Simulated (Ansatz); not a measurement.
```yaml
crystal:
  periodic: [false, false, false]
  atoms:
    - {symbol: P, position_ang: [-0.687874, -2.258693, 0.749593]}
    - {symbol: P, position_ang: [1.889930, -1.343292, -2.667345]}
    - {symbol: P, position_ang: [-2.327455, 1.719708, -0.236181]}
    - {symbol: P, position_ang: [1.906392, 1.116223, 1.064646]}
    - {symbol: Ga, position_ang: [-1.891374, -0.438203, -0.067671]}
    - {symbol: Ga, position_ang: [0.074583, -2.007861, -1.479402]}
    - {symbol: Ga, position_ang: [0.596306, -0.653375, 1.889657]}
    - {symbol: Ga, position_ang: [2.037143, -0.088765, -0.863172]}
    - {symbol: Ga, position_ang: [-0.133148, 2.119746, 0.196433]}
    - {symbol: I, position_ang: [-2.332792, -2.054922, -2.578458]}
    - {symbol: I, position_ang: [0.243853, -0.586498, 4.376090]}
    - {symbol: I, position_ang: [0.624446, 4.475930, -0.384190]}
basis:
  gaussian: {orbitals: def2-TZVP, initial_orbitals: start.molden}
hamiltonian: {xc: pbe0, dispersion: d4}
scf: {omitted_lower_state_checks: [starts]}
output: {orbitals: {seedname: orbitals}}
```

The file start.molden holds the orbitals of an earlier run on this structure, at another level or in another basis.

```sh
$ ansatz run in.yaml --threads 4 --pin off --events-out ev --progress --plain --max-ram 6963MiB
```

Problem. Does this run fit into the memory that it is given?

Solution. No. It has 538 basis functions, and Ansatz plans for 10 GiB where 7 GiB are given.
